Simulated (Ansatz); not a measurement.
`[SbH2][I]` + NH₃ → `[NH2][SbH2]` + HI at 400 K and 1 bar (ligand exchange at the Sb–I bond).

Computed with Ansatz on PBE0-D4/def2-TZVP structures; ΔE is electronic, products minus reactants. CCSD(T)/CBS is the MP2 limit (def2-TZVPP, def2-QZVPP) plus CCSD(T) − MP2 in def2-TZVPP, frozen cores. This one scheme is used for every species. def2 core potentials past Kr. For I, Sb outer-core shells are correlated without core-valence functions, which leaves a few kJ/mol of doubt a bond.

| species | CCSD(T)/CBS energy (Eh) | H − E (kJ/mol) | S (J/(mol·K)) |
| --- | --- | --- | --- |
| `[SbH2][I]` | -538.67582 | 54.7 | 314.7 |
| NH₃ | -56.50880 | 104.2 | 203.1 |
| `[NH2][SbH2]` | -297.10356 | 122.5 | 298.1 |
| HI | -298.03592 | 25.7 | 215.0 |

H − E and S are ideal-gas, rigid-rotor, harmonic terms from PBE0-D4/def2-TZVP, for one conformer and one mirror image of each species. 1 Eh = 2625.50 kJ/mol, R = 8.31446 J/(mol·K).

By hand: ΔE, ΔH, ΔS and ΔG.

ΔE = (-297.10356) + (-298.03592) − (-538.67582) − (-56.50880) = 0.04514 Eh = 118.5 kJ/mol. Δ(H − E) = 122.5 + 25.7 − 54.7 − 104.2 = -10.7, so ΔH = 107.8 kJ/mol. ΔS = 298.1 + 215.0 − 314.7 − 203.1 = -4.7 J/(mol·K). ΔG = 107.8 − 400 × (-4.7)/1000 = 109.7 kJ/mol.

By hand: the equilibrium constant, and the temperature at which ΔG would vanish if ΔH and ΔS stayed fixed.

log₁₀ K = −ΔG/(RT ln 10) = -14.3. ΔH and −TΔS have one sign here, so there is no such temperature. One of them is within its doubt of zero, so this could turn.

The number of gas molecules stays the same, so ΔS is small and ΔH decides. A doubt of 5 kJ/mol in ΔE shifts log₁₀ K by 0.7 here. Other conformers and mirror images would add mixing entropy, several J/(mol·K) or more a flexible species. These are equilibria of isolated gas molecules and say nothing of rates. Largest T1 diagnostic: 0.013 (customary marks: 0.02 for closed shells, 0.045 for open ones).
